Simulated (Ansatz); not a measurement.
Reaction (formal exchange of groups at a Ga–C bond): `[CH3][GaH][SH]` + `FCI` → `F[CH2][GaH][SH]` + `CI`

Computed with Ansatz on PBE0-D4/def2-TZVP structures; ΔE is electronic, products minus reactants. CBS: MP2 limit from def2 TZ/QZ plus the TZ coupled-cluster correction, frozen cores. def2 core potentials past Kr. For Ga, I outer-core shells are correlated without core-valence functions, which leaves a few kJ/mol of doubt a bond. Scalar relativity is left out up to krypton. Each species was taken in one conformer, which may not be the lowest.

```
          species  HF/def2-TZVPP energy (Eh)
 `[CH3][GaH][SH]`                -2361.62453
            `FCI`                 -435.17491
`F[CH2][GaH][SH]`                -2460.50475
             `CI`                 -336.28981
```

Question: Work out ΔE.

Answer: ΔE = (-2460.50475) + (-336.28981) − (-2361.62453) − (-435.17491) = 0.00488 Eh = +0.13 eV. CCSD(T)/CBS gives +0.16 eV.

Largest T1 diagnostic among the species: 0.013.

In def2-TZVPP, CCSD(T) changes the Hartree–Fock value by +0.03 eV (the triples alone add +0.01 eV) and MP2 by +0.06 eV.
